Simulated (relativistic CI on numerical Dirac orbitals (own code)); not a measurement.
**Cu3+ in a cubic cluster: L2,3 absorption with charge transfer**

Computed with a charge-transfer multiplet model of a cubic metal-ligand cluster with up to 2 ligand holes, Slater and spin-orbit integrals from Dirac-Coulomb-Breit ions, Slater integrals scaled by 0.8. The parameters are those of a tetrahedral site (10Dq negative, t2 hopping the larger). The ground state mixes d8 with configurations of k ligand holes L, whose averages lie at kΔ + k(k − 1)U_dd/2; a core hole lowers each added d electron by U_cd. 20 K, Lorentzian 0.4 eV and Gaussian 0.3 eV FWHM.

Atomic integrals in eV (Slater integrals scaled, ζ unscaled), ground: F2dd 11.066, F4dd 6.905, zeta_d 0.110; with the core hole: F2dd 11.066, F4dd 6.905, zeta_d 0.138, zeta_core 13.377, F2cd 7.060, G1cd 5.412, G3cd 3.079.

Cluster parameters (eV): U_dd = 7.9, U_cd = 8.8, 10Dq = -0.45, 10Dq(ligand) = 0, V(eg) = 1, V(t2g) = -1.7, final-state hopping factor = 0.9.

| Case | n_d | d8 | d9L | d10L2 | S |
| --- | --- | --- | --- | --- | --- |
| Δ = -1.5 eV | 8.61 | 0.42 | 0.54 | 0.04 | 1.00 |
| Δ = 0.5 eV | 8.36 | 0.65 | 0.33 | 0.01 | 1.00 |
| Δ = 1.5 eV | 8.27 | 0.74 | 0.25 | 0.01 | 1.00 |
| Δ = 3.5 eV | 8.15 | 0.85 | 0.14 | 0.00 | 1.00 |
| Δ = 4.5 eV | 8.11 | 0.89 | 0.11 | 0.00 | 1.00 |

Weights, n_d and S are thermal averages at 20 K. Photon energies count from the first peak over 30 % of the highest in each spectrum, which can be another peak from case to case. The parameters are a model scan and need not match a compound or its usual spin state. Peaks in eV (height, largest 100):
- Δ = -1.5 eV: 0.0 (100), 3.6 (9), 5.5 (6), 20.5 (8)
- Δ = 0.5 eV: 0.0 (100), 3.4 (6), 4.7 (7), 21.0 (8)
- Δ = 1.5 eV: 0.0 (100), 1.6 (13), 4.6 (6), 21.3 (10)
- Δ = 3.5 eV: 0.0 (100), 0.5 (73), 2.3 (14), 3.1 (6), 21.7 (12)
- Δ = 4.5 eV: 0.0 (100), 0.6 (79), 2.5 (16), 3.3 (7), 21.8 (13)

Curve for Δ = 3.5 eV (points under 2 left out, the grid thinned):

| E (eV) | Intensity |
| --- | --- |
| -1.8 | 2.1 |
| -1.6 | 2.6 |
| -1.5 | 3.0 |
| -1.3 | 3.9 |
| -1.1 | 5.3 |
| -1.0 | 6.4 |
| -0.8 | 9.8 |
| -0.7 | 12.6 |
| -0.5 | 24.1 |
| -0.3 | 53.4 |
| -0.2 | 75.7 |
| 0.0 | 100.0 |
| 0.2 | 75.7 |
| 0.3 | 67.4 |
| 0.5 | 73.5 |
| 0.7 | 63.2 |
| 0.8 | 47.6 |
| 1.0 | 22.6 |
| 1.1 | 16.1 |
| 1.3 | 9.5 |
| 1.5 | 6.8 |
| 1.6 | 6.1 |
| 1.8 | 5.9 |
| 2.0 | 8.1 |
| 2.1 | 10.4 |
| 2.3 | 14.4 |
| 2.5 | 11.2 |
| 2.6 | 8.4 |
| 2.8 | 5.3 |
| 2.9 | 5.1 |
| 3.1 | 5.8 |
| 3.3 | 5.0 |
| 3.4 | 3.9 |
| 3.6 | 2.3 |
| 5.0 | 2.8 |
| 5.1 | 2.9 |
| 5.3 | 2.5 |
| 5.5 | 2.1 |
| 21.2 | 2.5 |
| 21.4 | 5.7 |
| 21.5 | 8.4 |
| 21.7 | 12.3 |
| 21.9 | 8.6 |
| 22.0 | 5.9 |
| 22.2 | 2.7 |

For the case Δ = 1.5 eV, Δ = 1.5 eV is smaller than U_dd = 7.9 eV, the charge-transfer side of the Zaanen-Sawatzky-Allen scheme. With the core hole the configuration with one ligand hole lies at Δ + U_dd − U_cd = -2.4, -0.4, 0.6, 2.6, 3.6 eV from the one without, in the order of the table; where this is negative the screened configuration lies lower, though the effective hopping of about 2.0 eV (from the holes of the mixed ground state) mixes the two strongly wherever it is as large as the gap.
